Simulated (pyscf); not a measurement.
## •O–Ga(F)–F, doublet

Gas-phase minimum from PySCF at ωB97X-D3(BJ)/def2-SVP, one conformer. Other isomers of •O–Ga(F)–F were not searched in full and may lie lower. 

```xyz
4

O      1.2757     1.8942    -0.8022
Ga     0.2732     0.5033    -0.2704
F      0.4173    -0.1119     1.3437
F     -0.8459    -0.2322    -1.3709
```
Charge 0, spin multiplicity 2.

Bonds (Å): O1–Ga2 1.795, Ga2–F3 1.733, Ga2–F4 1.733. Bond angles (°): O1–Ga2–F3 120.3, O1–Ga2–F4 120.1, F3–Ga2–F4 119.6.

Properties at ωB97X-D3(BJ)/def2-SVP:

```
Item                                                                                                                                               Value
---------------------------------------------------------------------------------------------------------------------  ---------------------------------
Harmonic wavenumbers, unscaled                                                                                         169, 189, 202, 672, 759, 774 cm⁻¹
Zero-point energy                                                                                                                           4.0 kcal/mol
Rotational symmetry number                                                                                                                             2
Entropy of this conformer at 298 K and 1 atm, rigid rotor and harmonic oscillator, modes under 100 cm⁻¹ raised to 100                    307.2 J/(mol K)
Dipole moment                                                                                                                                     0.30 D
Spin expectation value S2                                                                                                                          0.753
```

Single-point totals, which compare only within one level (frozen core for MP2 and CC):

| level | total energy (hartree) |
|---|---|
| ωB97X-D3(BJ)/def2-TZVP | -2199.88221 |
| PBE/def2-TZVP | -2199.35208 |
| r²SCAN/def2-TZVP | -2199.78615 |
| B3LYP-D3(BJ)/def2-TZVP | -2199.96035 |
| PBE0-D3(BJ)/def2-TZVP | -2199.38745 |
| M06-2X/def2-TZVP | -2199.81479 |
| ωB97M-D3(BJ)/def2-TZVP | -2199.98330 |
| UHF/def2-TZVPP | -2197.17392 |
| MP2/def2-TZVPP | -2198.07476 |
| CCSD/def2-TZVPP | -2198.07515 |
| CCSD(T)/def2-TZVPP | -2198.10456 |

Soft torsions are taken as harmonic, which can shift the entropy by several J/(mol K). The CCSD(T) − MP2 part came from Ansatz, without density fitting, on the same reference. The frozen core leaves the outer d or s,p core shells of the metals and heavy elements correlated in the MP2 and CC values, and def2-TZVPP describes them poorly, so these totals are far from the basis limit. Elements up to Kr have no core potential and no relativistic terms here.
